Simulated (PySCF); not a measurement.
hafnium atom (Hf), triplet (core potentials on Hf). Base run: DF-PBE/def2-SVP (PySCF).

PySCF was given this input:
```python
from pyscf import gto, scf, dft

mol = gto.M(
    atom='''
Hf    0.00000000    0.00000000    0.00000000
''',
    basis='def2-svp',
    ecp={'Hf': 'def2-svp'},
    spin=2,
    verbose=4,
)

mf = dft.UKS(mol)
mf.xc = 'pbe'
mf = mf.density_fit(auxbasis='def2-universal-jkfit')
mf.kernel()
```

The base run was repeated with changes; each row names its change, and settings that it needs were set with it.

| change | basis functions | E (Eh) | HOMO (eV) |
|---|---|---|---|
| base | 32 | -47.86709 | -3.37 |
| basis = LANL2DZ | [?] | [?] | [?] |
| basis = def2-SV(P) | 25 | -47.86688 | -3.37 |
| basis = def2-SVPD | 35 | -47.86710 | -3.38 |
| basis = def2-TZVP | 40 | -47.87201 | -3.37 |
| basis = def2-TZVPD | 43 | -47.87205 | -3.37 |
| basis = def2-TZVPP | 56 | -47.87284 | -3.39 |
| basis = def2-QZVP | [?] | [?] | -3.39 |
| basis = def2-QZVPP | 81 | -47.87353 | -3.40 |

Question: Some entries are withheld; supply them.

Answer: 
- basis = LANL2DZ, basis functions: 22
- basis = LANL2DZ, E (Eh): -48.72947
- basis = LANL2DZ, HOMO (eV): -3.69
- basis = def2-QZVP, basis functions: 72
- basis = def2-QZVP, E (Eh): -47.87342

Totals compare only among sets that treat the same electrons; sets with core potentials leave the core out.

Open shells are given as the SCF converged; they aren't shown to be the lowest states, and a large step between rows can be another state.
